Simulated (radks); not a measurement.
Q: Radial electron density D(r) = 4 pi r^2 rho(r) of an atom or ion with 14 electrons. Calculated with a radial shooting solver on a logarithmic mesh with Libxc functionals: Dirac Kohn-Sham, Slater X-alpha with alpha = 0.61, spin-unpolarised, spherical densities, point nucleus.

```
   r/bohr * D(r) (the largest magnitude, 27.4, reaches the edge; | marks zero)
 0.008042 |        *
 0.008995 |         *
  0.01014 |           *
  0.01134 |              *
  0.01269 |                *
  0.01419 |                   *
    0.016 |                       *
   0.0179 |                          *
  0.02002 |                              *
  0.02239 |                                  *
  0.02525 |                                      *
  0.02824 |                                         *
  0.03158 |                                             *
  0.03533 |                                                *
  0.03983 |                                                  *
  0.04455 |                                                   *
  0.04983 |                                                   *
  0.05618 |                                                  *
  0.06284 |                                                *
  0.07029 |                                              *
  0.07862 |                                           *
  0.08864 |                                        *
  0.09915 |                                      *
   0.1109 |                                     *
    0.124 |                                      *
   0.1399 |                                         *
   0.1564 |                                            *
    0.175 |                                                *
   0.1973 |                                                    *
   0.2207 |                                                      *
   0.2468 |                                                     *
   0.2761 |                                                  *
   0.3113 |                                            *
   0.3482 |                                    *
   0.3894 |                            *
   0.4356 |                     *
   0.4911 |               *
   0.5493 |            *
   0.6144 |           *
   0.6872 |           *
   0.7748 |           *
   0.8667 |          *
   0.9694 |         *
    1.093 |       *
    1.222 |    *
    1.367 |  *
    1.529 | *
    1.724 |*
    1.929 *
    2.157 *
    2.413 *
    2.721 *
    3.043 *
```

What is the nuclear charge?

A: Z = 22. The innermost maximum, from 1s, lies near gamma/Z bohr with gamma = sqrt(1 - (Z/c)^2) = 0.987, here 0.0449 bohr (found: 0.0479), and its height grows with Z. The density is that of the titanium ion Ti8+ in [Ne] 3s2 3p2; the configuration itself is not fixed sharply by these data, and Z only to about a unit. D(r) has 3 maxima, at r = 0.0479, 0.228, 0.763 bohr, and minima at 0.111, 0.650 bohr, inside which lie 2.16, 10.59 electrons.
